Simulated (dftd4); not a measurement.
chloroform (CHCl₃), singlet, geometry from GFN2-xTB; D4 for blyp (dftd4 4.2.0).

The dftd4 input:
```
$ dftd4 mol.xyz --func blyp --charge 0 --json dftd4.json --noedisp --grad

# file mol.xyz
5

C     -0.00102295     0.00710830     0.48100116
H     -0.00334391     0.02323614     1.57233262
Cl     0.00925814     1.67396575    -0.11215631
Cl     1.44662035    -0.84673105    -0.07184825
Cl    -1.45532076    -0.83111035    -0.07825071
```

It wrote (shortened):

```
                    ____  _____ _____     ____  _  _
      -------------|  _ \|  ___|_   _|---|  _ \| || |------------
     |             | | | | |_    | | ___ | | | | || |_           |
     |             | |_| |  _|   | ||___|| |_| |__   _|          |
     |             |____/|_|     |_|     |____/   |_|            |
     |             ===================================           |
     |            E. Caldeweyher, S. Ehlert & S. Grimme          |
     |          Mulliken Center for Theoretical Chemistry        |
     |                    University of Bonn                     |
      -----------------------------------------------------------

Rational (Becke-Johnson) damping: blyp-D4-ATM
---------------------
  s6         1.0000
  s8         2.3408
  s9         1.0000
  a1         0.4449
  a2         4.0933
 alp        16.0000
--------------------

Dispersion energy:      -1.2662929275992E-02 Eh

Gradient norm:           1.5623979362835E-03 Eh/a0
--------------------------------------------------
     #    Z           dE/dx      dE/dy      dE/dz
--------------------------------------------------
     1    6 C    -8.318E-08  5.780E-07  3.911E-05
     2    1 H    -1.366E-07  9.493E-07  6.424E-05
     3   17 Cl    4.948E-06  8.997E-04 -4.774E-05
     4   17 Cl    7.773E-04 -4.548E-04 -2.608E-05
     5   17 Cl   -7.821E-04 -4.464E-04 -2.952E-05
--------------------------------------------------

Virial:
--------------------------------------------------
      component           x          y          z
--------------------------------------------------
          x       4.276E-03  1.267E-07  8.574E-06
          y       1.267E-07  4.275E-03 -5.958E-05
          z       8.574E-06 -5.958E-05  2.444E-04
--------------------------------------------------

[Info] Dispersion results written to 'dftd4.txt'
[Info] JSON dump of results written to 'dftd4.json'
```
